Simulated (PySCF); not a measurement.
**Low-lying terms of Sr(2+) (strontium, charge +2)**

Ground state [Kr], ¹S. Calculation: PySCF 2.14, in def2-TZVPPD with one added diffuse shell each of s, p, d type with the def2 core potential (28 electrons) (7s5p4d1f, 49 functions); a scalar-relativistic core potential. Vertical excitation energies in eV without spin-orbit coupling; excited terms of each kind are numbered among those the solver found. Frozen: nothing.

| term | leading excitation | EOM-EE-CCSD |
| --- | --- | --- |
| 1 3P° | 4p → d | 22.460 |
| 1 3F° | 4p → d | 23.380 |
| 2 3P° | 4p → s | 24.304 |
| 1 1D° | 4p → d | 24.565 |
| 1 1P° | 4p → s | 24.706 |
| 1 1F° | 4p → d | 24.772 |
| 1 3S | 4p → p | 27.733 |
| 1 3D | 4p → p | 28.376 |
| 1 1D | 4p → p | 28.585 |
| 1 1P | 4p → p | 28.732 |
| 1 3P | 4p → p | 28.762 |
| 1 1S | 4p → p | 29.468 |
| 2 3S | 4p → p | 34.984 |
| 2 1D | 4p → p | 35.255 |

The spin-orbit splitting of the hole, absent here, rivals or exceeds the spacing of these terms, so the LS terms are model states.

The solver can miss terms. Rydberg members are limited by the diffuse functions of the basis.
